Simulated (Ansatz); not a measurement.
The inner images of a band of F2GeH2 + H (6 atoms, charge 0, multiplicity 2) are given out of order.

Theory: Ansatz, UHF/def2-SVP.

Initial state:

```xyz
6
Properties=species:S:1:pos:R:3
Ge -0.040 0.070 -0.321
H -0.018 0.032 1.194
F 1.575 -0.012 -0.884
H -0.719 1.246 -0.992
F -0.776 -1.369 -0.885
H 0.042 -0.073 4.813
```

Final state:

```xyz
6
Properties=species:S:1:pos:R:3
Ge -0.028 0.049 -0.763
H 0.179 -0.308 3.666
F 1.545 0.027 -1.451
H -0.753 1.305 -1.274
F -0.795 -1.325 -1.450
H -0.085 0.146 4.197
```

**Question.** Put them in order from the first end to the last, with their energies above the first end.
A.
```xyz
6
Properties=species:S:1:pos:R:3
Ge -0.079 0.137 -0.201
H 0.011 -0.018 2.368
F 1.567 -0.005 -0.673
H -0.733 1.271 -1.000
F -0.779 -1.359 -0.673
H 0.076 -0.132 3.104
```
B.
```xyz
6
Properties=species:S:1:pos:R:3
Ge -0.107 0.186 -0.437
H 0.029 -0.050 2.852
F 1.548 0.020 -0.862
H -0.727 1.261 -1.345
F -0.791 -1.331 -0.862
H 0.111 -0.192 3.579
```
C.
```xyz
6
Properties=species:S:1:pos:R:3
Ge -0.050 0.088 -0.123
H -0.066 0.114 1.391
F 1.579 -0.020 -0.639
H -0.711 1.232 -0.864
F -0.771 -1.377 -0.639
H 0.082 -0.143 3.799
```
D.
```xyz
6
Properties=species:S:1:pos:R:3
Ge -0.047 0.082 0.050
H -0.011 0.020 1.754
F 1.572 -0.012 -0.511
H -0.724 1.254 -0.654
F -0.775 -1.367 -0.511
H 0.048 -0.084 2.797
```
E.
```xyz
6
Properties=species:S:1:pos:R:3
Ge -0.120 0.209 -0.618
H 0.241 -0.417 3.345
F 1.535 0.043 -1.045
H -0.740 1.283 -1.528
F -0.804 -1.308 -1.045
H -0.049 0.085 3.816
```

**Answer.** C (+2.5 kJ/mol), D (+60.0 kJ/mol), A (-19.1 kJ/mol), B (-34.5 kJ/mol), E (-36.6 kJ/mol).

Time of the run: 44 s on 2 threads of Arm Neoverse V2 (shared host), peak memory 0.19 GiB.
